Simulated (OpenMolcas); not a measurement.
**Pr4+: moving or changing the point charges**

Pr4+ among 6 point charges of -1 e arranged as an octahedron (Oh), 2.49 Å from the ion.
```
   2.4900    0.0000    0.0000  -1.00
   0.0000    2.4900    0.0000  -1.00
  -2.4900    0.0000    0.0000  -1.00
   0.0000   -2.4900    0.0000  -1.00
   0.0000    0.0000    2.4900  -1.00
   0.0000    0.0000   -2.4900  -1.00
```

```
Program             : OpenMolcas 26.06
Method              : CASSCF
Basis               : ANO-RCC-VDZP [7s6p4d2f1g]
Scalar Hamiltonian  : DKH2, point nucleus
Active space        : 1 electron in 7 orbitals (4f)
State averaging     : 2S+1 = 2 odd, 7 roots
Spin-orbit coupling : state interaction with AMFI integrals over the reference wave functions
```

Runs around this geometry, states (labels of O, the rotations of Oh). Energies in cm-1 above the lowest state or level, χT in cm3 K/mol.

| R (Å) | Ground state | First state of that spin | First gap with spin-orbit (degeneracies) | Width of lowest J | χT at 300 K |
| --- | --- | --- | --- | --- | --- |
| 2.49 | 2A2 | 2T2 180.5 | 195.8 (2, 4) | 196 | 0.776 |
| 2.74 | 2A2 | 2T2 115.2 | 123.2 (2, 4) | 123 | 0.798 |
| 2.98 | 2A2 | 2T2 77.6 | 81.8 (2, 4) | 82 | 0.807 |

Taking the width of the lowest J multiplet as R^-n, n = -ln(82 / 196) / ln(2.98 / 2.49) = 4.9 between the shortest and longest distance.

Point charges carry no covalency, so the field is a model and not that of real ligands. No measured value stands beside these numbers.
